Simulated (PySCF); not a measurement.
C₃H₆BNO, SMILES CC#CB(N)O.

The structure is a stationary point at ωB97X-D3(BJ)/def2-SVP. The structure was generated by enumeration, and PubChem lists no compound with its InChIKey, so it may never have been made. Other conformers were not sampled.

Two levels are set side by side: PBE/def2-TZVP (PySCF) and PBE0/def2-TZVP (PySCF). Same geometry, gas phase. Differences are taken from unrounded values.

```
quantity                       PBE
---------------------------  -----
orbital gap (eV)              5.29
highest occupied level (eV)  -6.04
lowest empty level (eV)      -0.76
dipole moment (D)             1.59
mean polarisability (bohr³)   63.8
```

Task: These are the PBE values. What does PBE0 give? (The exact figures need the calculation; the answer reports its results.)

Result: 
| quantity | PBE0 | PBE minus PBE0 |
|---|---|---|
| orbital gap (eV) | 7.51 | -2.23 |
| highest occupied level (eV) | -7.35 | 1.30 |
| lowest empty level (eV) | 0.17 | -0.92 |
| dipole moment (D) | 1.70 | -0.11 |
| mean polarisability (bohr³) | 60.9 | 2.9 |

Without exact exchange PBE keeps part of each electron's self-repulsion, which lifts occupied levels and narrows the gap. Loosely held outer electrons make PBE densities more polarisable. Differences between two approximate levels are no errors against the true value.

Rough cost on one machine, each run with all the roots and properties that it gave: PBE0 against PBE within a factor of 2.
